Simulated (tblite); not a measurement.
Species: C5H11FN2Si.
Structure used (GFN2-xTB), in Å, numbered top down from 1:
```xyz
20
C5H11FN2Si angstrom
C      3.7014    0.6969   -0.1760
C      2.5493    0.3515   -0.7242
Si     1.0576   -0.2061    0.2722
N      0.2280   -1.4405   -0.6035
C     -1.2004   -1.2793   -0.4859
C     -1.4562    0.2295   -0.4209
C     -2.7732    0.5334    0.2894
F     -3.1087    1.8567    0.1277
N     -0.3415    0.7949    0.2996
H      3.8494    0.6562    0.8908
H      4.5502    1.0316   -0.7534
H      2.4547    0.4101   -1.8020
H      1.4092   -0.4916    1.6713
H      0.5237   -2.4020   -0.6174
H     -1.5947   -1.7497    0.4272
H     -1.7088   -1.7244   -1.3467
H     -1.5198    0.6380   -1.4413
H     -3.5974   -0.0529   -0.1288
H     -2.6821    0.3587    1.3653
H     -0.3461    1.7996    0.3342
```

Computed with GFN2-xTB (tblite): harmonic, unscaled wavenumbers at the GFN2-xTB geometry, gas phase. Errors from tens to a few hundred cm⁻¹ against measured bands are possible. Modes of hydrogen on silicon can be 10 to 20 % off. One conformer, not necessarily the lowest.

Harmonic wavenumbers (cm⁻¹): 41.1, 54.3, 81.2, 108.1, 147.2, 210.7, 231.0, 283.9, 376.7, 415.1, 423.5, 464.4, 484.8, 547.2, 601.3, 631.5, 708.0, 730.0, 851.5, 858.0, 920.0, 931.4, 954.2, 1006.5, 1015.3, 1028.3, 1054.1, 1089.0, 1111.2, 1160.8, 1181.4, 1210.6, 1225.4, 1262.0, 1269.7, 1281.4, 1326.1, 1335.1, 1371.8, 1425.4, 1432.5, 1495.3, 1679.7, 2189.6, 2840.3, 2851.6, 2934.8, 2949.4, 2963.3, 3029.2, 3072.3, 3102.5, 3484.3, 3498.2.

A = 2958, B = 717.5, C = 616.9 MHz; mass 146.068 u (most abundant isotopes); point group C1, symmetry number 1.

**Question.** Zero-point energy?

**Answer.** ½Σν̃ = 34466 cm⁻¹ = 412.31 kJ/mol.

**Question.** Give the ideal-gas entropy at 200 K and 1 bar in the rigid-rotor, harmonic-oscillator model (classical rotation).

**Answer.** Translation 162.72, rotation 120.06, vibration 92.08: S = 374.9 J/(mol K).

**Question.** And Cp and H(200 K) − H(0)?

**Answer.** Cp = 126.73 J/(mol K), of which vibrations give 93.47 (their classical limit is 54 R = 449.0); H(200 K) − H(0) = 16.34 kJ/mol without the zero-point energy, 9.69 from vibrations.

**Question.** Which modes carry the vibrational entropy at 200 K?

**Answer.** 41.1 cm⁻¹: 18.48; 54.3 cm⁻¹: 16.18; 81.2 cm⁻¹: 12.90; 108.1 cm⁻¹: 10.61; 147.2 cm⁻¹: 8.22; 210.7 cm⁻¹: 5.61 J/(mol K); the other 48 give 20.08 together.

**Question.** How do the functions run with temperature in this model?

**Answer.** 
| T (K) | S (J/(mol K)) | Cp (J/(mol K)) | H − H(0) (kJ/mol) | G − H(0) (kJ/mol) | ln q(vib) |
| --- | --- | --- | --- | --- | --- |
| 150 | 341.7 | 104.7 | 10.56 | -40.71 | 3.78 |
| 250 | 405.6 | 149.8 | 23.25 | -78.15 | 6.70 |
| 298.15 | 433.9 | 172.5 | 31.01 | -98.37 | 8.07 |
| 400 | 491.1 | 218.2 | 50.95 | -145.50 | 10.97 |
| 600 | 593.6 | 287.2 | 101.96 | -254.20 | 16.55 |
| 900 | 723.3 | 351.4 | 198.61 | -452.41 | 24.43 |

q(vib) and H(0) count from the zero-point level.

**Question.** What must be added to the electronic energy to get the Gibbs energy at 200 K and 1 bar?

**Answer.** ZPE + [H(200 K) − H(0)] − T·S = 412.31 + 16.34 − 74.97 = 353.68 kJ/mol.

**Question.** Blend soft modes into free rotors: weight 1/[1 + (100 cm⁻¹/ν̃)⁴] for the oscillator and the rest for a rotor with moment μB/(μ + B), μ = h/(8π²ν), B = 10⁻⁴⁴ kg m². What vibrational entropy results?

**Answer.** 83.42 J/(mol K) in place of 92.08, which changes −T·S at 200 K by +1.73 kJ/mol.

Hindered rotation and anharmonicity are outside this model. Other conformers, if any are populated, would add a mixing term that is left out. The structure is chiral; the term R ln 2 for an equal mix with its mirror image is left out.
